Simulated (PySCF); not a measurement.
Compound: hexafluoroethane, C2F6.
SMILES with atom numbers: `[F:1][C:2]([F:3])([F:4])[C:5]([F:6])([F:7])[F:8]`

Method used: core-valence-separated Tamm–Dancoff BHandHLYP/aug-pcX-1 in PySCF, non-relativistic, gas phase, PBE0-D3(BJ)/def2-SVP geometry.

Computed fluorine K-edge spectrum, Gaussian lines of 0.4 eV full width, highest printed point 100; it ends one width below the last computed root. The energies are unshifted.

photon energy (eV), absorption and a bar:
```
    686.9          1 
    687.0          3 #
    687.1         13 ####
    687.2         36 ###########
    687.3         72 #####################
    687.4        100 ##############################
    687.5         99 ##############################
    687.6         69 #####################
    687.7         34 ##########
    687.8         12 ####
    687.9          3 #
    688.0          1 
    688.1          0 
    688.2          0 
    688.3          1 
    688.4          5 #
    688.5         13 ####
    688.6         24 #######
    688.7         32 ##########
    688.8         31 #########
    688.9         23 #######
    689.0         19 ######
    689.1         22 ######
    689.2         28 ########
    689.3         31 #########
    689.4         30 #########
    689.5         31 #########
    689.6         32 ##########
```

Task: Where are the maxima, and which lines make them up?

Result: 3 maxima:
- 687.4 eV: F1 (×6) (fluorine of a CF3 group), 687.45 eV, f = 0.210, sum of 6, 100 % of the height at the exact maximum
- 688.7 eV: F1 (×6) (fluorine of a CF3 group), 688.73 eV, f = 0.066, sum of 6, 99 % of the height at the exact maximum
- 689.3 eV: F1 (×6) (fluorine of a CF3 group), 689.26 eV, f = 0.057, sum of 6, 87 % of the height at the exact maximum; F1 (×6) (fluorine of a CF3 group), 689.65 eV, f = 0.060, sum of 6, 13 % of the height at the exact maximum

Roots within 0.03 eV on the same or equivalent atoms count as one line; shares under 12 % aren't listed.

Vibrational structure and lifetime widths aren't in the curve. The ionisation threshold wasn't computed; near and above it a finite basis only mimics Rydberg series and continuum.

The run took 46 s wall on one thread of an AMD EPYC 7571 (shared host), and the process peaked at 0.88 GiB of memory.

Conformer computed: `[F:1][C:2]([F:3])([F:4])[C:5]([F:6])([F:7])[F:8]`: F1–C2–C5–F6 -60°.
